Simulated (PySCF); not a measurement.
Computed properties of silolane (C4H10Si), SMILES C1CC[SiH2]C1

silolane (C4H10Si), SMILES C1CC[SiH2]C1. Coordinates come from a B3LYP-D3(BJ)/def2-SVP optimisation. The values are those of a single conformer. All values are computed for the isolated molecule unless a solvent is named; none is compared with measurement here.

**Structure.** The optimised structure has C2 symmetry. All 39 harmonic modes at B3LYP-D3(BJ)/def2-SVP (PySCF) are real, so it is a minimum. With heavy atoms numbered as in [CH2:1]1[CH2:2][CH2:3][SiH2:4][CH2:5]1, the shortest bond between them is C1–C2 at 1.539 Å and the longest Si4–C5 at 1.908 Å.

**Vibrations.** The strongest infrared lines (harmonic, unscaled, degenerate partners summed) lie at 2206 cm⁻¹ (140 km/mol, H 96 %), 2207 cm⁻¹ (136 km/mol, H 98 %), 970 cm⁻¹ (99 km/mol, H 94 %). The softest mode is at 109 cm⁻¹ and the zero-point energy is 80.4 kcal/mol.

**Electronic structure.** ωB97X/def2-TZVP (PySCF) places the frontier levels at -10.40 and 2.78 eV, a gap of 13.18 eV, and gives a dipole moment of 0.69 D and a mean polarisability of 71.5 bohr³. PBE/def2-TZVP (PySCF) at the same geometry gives -6.81 and 0.04 eV, so its gap is 6.33 eV narrower. An orbital gap is neither the optical nor the fundamental gap.

**Excitations.** TDDFT-ωB97X/def2-SVPD (PySCF) has S1 at 8.02 eV (155 nm, f = 0.011, weak); the most intense of the 10 singlets computed lies at 9.39 eV (f = 0.13). T1 (TDA) is at 7.66 eV. TDDFT-PBE/def2-SVPD (PySCF) puts S1 at 6.72 eV. No vertical singlet excitation falls in the visible range (under 3.1 eV).

**NMR.** GIAO shifts at B3LYP/pcSseg-1 (PySCF) (non-relativistic, atoms alike by connectivity averaged): ¹³C from 12.3 to 34.7 ppm against TMS; ¹H from 1.1 to 4.3 ppm against TMS; ²⁹Si at -27.3 ppm against TMS.
